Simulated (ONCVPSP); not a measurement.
**How hard is this Mo ONCV potential?**

ONCVPSP 4.0.1 input, shortened (lines: element, Z, core and valence counts, functional; n l f; lmax; l rc ep ncon nbas qcut; lloc lpopt rc5 dvloc0; l nproj debl; icmod fcfact rcfact), PBE, scalar-relativistic:

```
  Mo 42.00    8    2        4      upf
    1    0    2.00
    2    0    2.00
    2    1    6.00
    3    0    2.00
    3    1    6.00
    3    2   10.00
    4    0    2.00
    4    1    6.00
    4    2    5.00
    5    0    1.00
    2
    0    3.10    0.00    4    8    2.50
    1    2.50    0.33    4    7    4.00
    2    2.50    0.00    5    9    5.50
    4    5    2.25   -1.00
    0    2    3.10
    1    2    3.00
    2    1    3.80
    2    0.25    0.70
```

Problem. For each optimised wave give the share of its norm inside rc, the residual kinetic energy above qcut (Ha) and the cutoffs (Ha) for errors of 10, 1, 0.1 and 0.01 mHa per electron.

Solution.

```json
{"wave": "5s", "norm inside rc": "0.407", "residual KE": "1.8e-04", "10 mHa": "1.4", "1 mHa": "2.5", "0.1 mHa": "4.5", "0.01 mHa": "15.8"}
{"wave": "s projector 2", "norm inside rc": "0.210", "residual KE": "3.0e-01", "10 mHa": "19.0", "1 mHa": "24.4", "0.1 mHa": "28.1", "0.01 mHa": "41.3"}
{"wave": "p projector 1", "norm inside rc": "0.107", "residual KE": "3.1e-04", "10 mHa": "1.1", "1 mHa": "6.4", "0.1 mHa": "18.4", "0.01 mHa": "24.5"}
{"wave": "p projector 2", "norm inside rc": "0.115", "residual KE": "1.8e-02", "10 mHa": "8.9", "1 mHa": "25.4", "0.1 mHa": "32.4", "0.01 mHa": "41.7"}
{"wave": "4d", "norm inside rc": "0.759", "residual KE": "8.9e-05", "10 mHa": "10.3", "1 mHa": "12.8", "0.1 mHa": "15.0", "0.01 mHa": "41.7"}
```

The occupied waves need 13 Ha and 15 Ha for 1 and 0.1 mHa. Note: ghosts flagged at negative energy: p at -27.0 eV; GHOST(+) flagged for s at 50.7 eV. A true bound ghost makes a file unfit for plane-wave use.
